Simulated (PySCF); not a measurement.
Basis-set dependence of population analyses: `N#Cc1cccs1`

C5H3NS.
Geometry (PBE0-D3(BJ)/def2-SVP, Å), atoms numbered from 1 in this order:
```xyz
10
C5H3NS angstrom
N      3.2594   -0.5389    0.5027
C      2.1415   -0.2794    0.3280
C      0.7790    0.0416    0.1176
C     -0.2060   -0.7625   -0.4210
C     -1.4609   -0.1099   -0.4794
C     -1.4083    1.1707    0.0135
S      0.1570    1.5982    0.5502
H     -0.0153   -1.7817   -0.7565
H     -2.3707   -0.5661   -0.8701
H     -2.2206    1.8929    0.0877
```

PBE0 throughout (PySCF), one geometry, spherical d and f functions. Isolated species at its PBE0-D3(BJ)/def2-SVP geometry, gas phase. The first 7 of 10 kinds of atom are listed.

Mulliken charges (e):

```tsv
basis	functions	N1	C2	C3	C4	C5	C6	S7
STO-3G	42	-0.188	+0.064	-0.130	-0.086	-0.105	-0.195	+0.338
pcSseg-0	73	-0.321	+0.097	-0.430	-0.032	-0.205	-0.552	+0.603
6-31G	73	-0.256	+0.083	-0.451	+0.014	-0.113	-0.528	+0.610
6-31G*	108	-0.350	+0.211	-0.256	-0.094	-0.143	-0.393	+0.389
cc-pVDZ	117	-0.124	-0.003	-0.174	+0.061	+0.038	-0.144	+0.232
def2-SVP	117	+0.008	-0.062	-0.304	+0.096	-0.012	-0.091	+0.195
pcSseg-1	141	-0.239	+0.186	-0.427	+0.045	-0.052	-0.267	+0.380
aug-cc-pVDZ	192	-0.244	-0.669	+1.109	+0.479	+0.501	-0.147	+0.327
6-311+G(2d,p)	215	-0.266	-0.626	+1.165	-0.095	-0.338	+0.089	-0.341
def2-TZVP	241	+0.002	-0.230	+0.180	-0.218	-0.127	-0.175	+0.110
cc-pVTZ	256	-0.096	-0.055	+0.006	-0.136	-0.135	-0.153	+0.143
IGLO-III	284	-0.289	-0.019	+0.103	-0.138	-0.101	-0.234	+0.357
pcSseg-2	301	-0.146	-0.045	+0.119	-0.116	-0.043	-0.100	+0.149
```

IAO charges (e):

```
        basis  functions      N1      C2      C3      C4      C5      C6      S7
       STO-3G         42  -0.154  +0.065  -0.207  -0.145  -0.176  -0.277  +0.442
     pcSseg-0         73  -0.216  +0.130  -0.203  -0.140  -0.174  -0.289  +0.352
        6-31G         73  -0.220  +0.126  -0.185  -0.146  -0.177  -0.290  +0.344
       6-31G*        108  -0.229  +0.132  -0.203  -0.139  -0.171  -0.297  +0.384
      cc-pVDZ        117  -0.221  +0.125  -0.200  -0.145  -0.176  -0.300  +0.389
     def2-SVP        117  -0.219  +0.124  -0.203  -0.141  -0.172  -0.296  +0.392
     pcSseg-1        141  -0.231  +0.133  -0.208  -0.144  -0.176  -0.303  +0.397
  aug-cc-pVDZ        192  -0.236  +0.135  -0.201  -0.148  -0.180  -0.303  +0.393
6-311+G(2d,p)        215  -0.239  +0.137  -0.209  -0.147  -0.179  -0.309  +0.408
    def2-TZVP        241  -0.238  +0.137  -0.211  -0.146  -0.178  -0.313  +0.413
      cc-pVTZ        256  -0.235  +0.135  -0.207  -0.147  -0.179  -0.308  +0.403
     IGLO-III        284  -0.240  +0.137  -0.212  -0.147  -0.180  -0.314  +0.416
     pcSseg-2        301  -0.239  +0.138  -0.210  -0.146  -0.179  -0.311  +0.408
```

Hirshfeld charges (e):

```tsv
basis	functions	N1	C2	C3	C4	C5	C6	S7
STO-3G	42	-0.170	+0.028	-0.023	-0.040	-0.057	-0.054	+0.196
pcSseg-0	73	-0.196	+0.049	-0.026	-0.045	-0.061	-0.066	+0.151
6-31G	73	-0.202	+0.058	-0.022	-0.042	-0.060	-0.065	+0.124
6-31G*	108	-0.214	+0.062	-0.017	-0.037	-0.057	-0.059	+0.115
cc-pVDZ	117	-0.202	+0.053	-0.024	-0.043	-0.060	-0.064	+0.142
def2-SVP	117	-0.208	+0.057	-0.025	-0.046	-0.063	-0.065	+0.153
pcSseg-1	141	-0.211	+0.060	-0.027	-0.045	-0.062	-0.065	+0.149
aug-cc-pVDZ	192	-0.215	+0.058	-0.030	-0.048	-0.067	-0.070	+0.159
6-311+G(2d,p)	215	-0.218	+0.058	-0.033	-0.045	-0.065	-0.069	+0.160
def2-TZVP	241	-0.218	+0.059	-0.028	-0.045	-0.064	-0.068	+0.152
cc-pVTZ	256	-0.215	+0.060	-0.026	-0.044	-0.062	-0.067	+0.148
IGLO-III	284	-0.219	+0.056	-0.030	-0.049	-0.067	-0.070	+0.171
pcSseg-2	301	-0.218	+0.061	-0.029	-0.047	-0.065	-0.070	+0.158
```

ESP-fitted charges (e):

```csv
basis,functions,N1,C2,C3,C4,C5,C6,S7
STO-3G,42,-0.388,+0.351,-0.088,-0.073,-0.179,-0.036,+0.114
pcSseg-0,73,-0.495,+0.524,-0.194,-0.095,-0.205,-0.188,+0.075
6-31G,73,-0.487,+0.518,-0.208,-0.075,-0.167,-0.197,+0.076
6-31G*,108,-0.449,+0.448,-0.202,-0.080,-0.145,-0.245,+0.122
cc-pVDZ,117,-0.424,+0.419,-0.204,-0.084,-0.139,-0.252,+0.139
def2-SVP,117,-0.441,+0.437,-0.189,-0.089,-0.151,-0.226,+0.124
pcSseg-1,141,-0.462,+0.469,-0.224,-0.089,-0.157,-0.259,+0.146
aug-cc-pVDZ,192,-0.464,+0.444,-0.163,-0.107,-0.139,-0.258,+0.124
"6-311+G(2d,p)",215,-0.460,+0.426,-0.146,-0.119,-0.144,-0.272,+0.134
def2-TZVP,241,-0.452,+0.406,-0.120,-0.121,-0.150,-0.250,+0.121
cc-pVTZ,256,-0.444,+0.402,-0.129,-0.114,-0.146,-0.243,+0.119
IGLO-III,284,-0.460,+0.424,-0.144,-0.118,-0.141,-0.261,+0.135
pcSseg-2,301,-0.459,+0.417,-0.121,-0.120,-0.150,-0.243,+0.118
```

Which scheme is steadiest as the basis changes?

Largest range over the bases for any column: Hirshfeld 0.08 e, IAO 0.10 e, ESP-fitted 0.24 e, Mulliken 1.62 e. Hirshfeld charges move least and Mulliken charges most, counted in e. Without the minimal STO-3G basis the ranges are Hirshfeld 0.06, IAO 0.07, ESP-fitted 0.12, Mulliken 1.62 e.

How much do the charges still move between the two largest bases, IGLO-III and pcSseg-2?

At most, over all atoms: Mulliken 0.208 e, IAO 0.008 e, Hirshfeld 0.013 e, ESP-fitted 0.023 e.

What do the same runs give for the total energy, the frontier levels and the dipole moment?

| basis | energy (Eh) | HOMO (eV) | LUMO (eV) | μ (D) |
| --- | --- | --- | --- | --- |
| STO-3G | -637.3854 | -5.22 | 1.25 | 3.70 |
| pcSseg-0 | -643.7870 | -7.78 | -1.93 | 4.85 |
| 6-31G | -644.6935 | -7.36 | -1.55 | 4.79 |
| 6-31G* | -644.7964 | -7.25 | -1.53 | 4.76 |
| cc-pVDZ | -644.8414 | -7.34 | -1.63 | 4.57 |
| def2-SVP | -644.5152 | -7.46 | -1.72 | 4.62 |
| pcSseg-1 | -644.7716 | -7.55 | -1.86 | 4.78 |
| aug-cc-pVDZ | -644.8543 | -7.48 | -1.84 | 4.89 |
| 6-311+G(2d,p) | -644.8982 | -7.49 | -1.85 | 4.93 |
| def2-TZVP | -644.9237 | -7.48 | -1.82 | 4.89 |
| cc-pVTZ | -644.9199 | -7.45 | -1.78 | 4.83 |
| IGLO-III | -644.9232 | -7.48 | -1.80 | 4.89 |
| pcSseg-2 | -644.9291 | -7.51 | -1.87 | 4.88 |

The dipole is fixed by the density alone, so its range of 1.23 D shows that the density itself changes with the basis, not only its division among atoms.
